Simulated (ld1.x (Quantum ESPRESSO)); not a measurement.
Results of a calculation; reference values are marked as such.
Hardness and transferability of assorted potentials

Generated with ld1.x 7.5 (TM, RRKJ, ultrasoft, PAW), atompaw 4.2 or ONCVPSP 4.0.1. The cutoff is in Ry: for ld1.x and atompaw files where the sum of valence levels is converged to 10 mRy in a Bessel basis, for ONCV files where the hardest occupied wave has 1 mHa per electron of residual kinetic energy. The error is the largest all-electron minus pseudo excitation energy over each file’s own four to seven test configurations (ionisations up to +4, promotions, holes and added fractions of an electron), all of which were solved. The labels leave out finer settings (local radius, basis sizes, second energies), which also bear on the numbers. Spin-polarised tests are not counted. The rows are a selection from randomly drawn settings: files with unsolved tests, undetermined cutoffs or missed reference levels are left out.

A true bound ghost makes a file unfit for plane-wave use even where its test errors are small: the radial tests pick states by their node count and pass the ghost by.

| element | potential | cutoff (Ry) | largest error (meV) | bound ghosts |
| --- | --- | --- | --- | --- |
| O | RRKJ, PBEsol, scalar-relativistic, rc 0.95/1.25 (sp), local p, core correction no, reference 2s1.5 2p4.5 | 90 | +318 | none |
| In | TM, PBE, scalar-relativistic, rc 1.60/3.10/2.90 (spd), local s, core correction yes, reference 5s1 5p2 | 30 | -105 | none |
| W | TM, LDA (PZ), fully relativistic, rc 2.30/3.05/2.60 (spd), local smoothed, core correction no, reference 5d4 6s2 6p0 | 30 | +200 | none |

(1) Fill in the row for Pd: PAW, BLYP, scalar-relativistic, rc 1.45/1.75/2.10 (spd), local smoothed, core correction yes, reference 4s2 4p6 4d10 5s0 5p0.

(2) Fill in the row for Pt: TM, LDA (PZ), scalar-relativistic, rc 2.25/1.85/2.20 (spd), local d, core correction yes, reference 5p6 5d9 6s0.75 6p0.

Results:

(1) cutoff 35 Ry, largest error -49 meV, bound ghosts: none.

(2) cutoff 40 Ry, largest error -206 meV, bound ghosts: s.
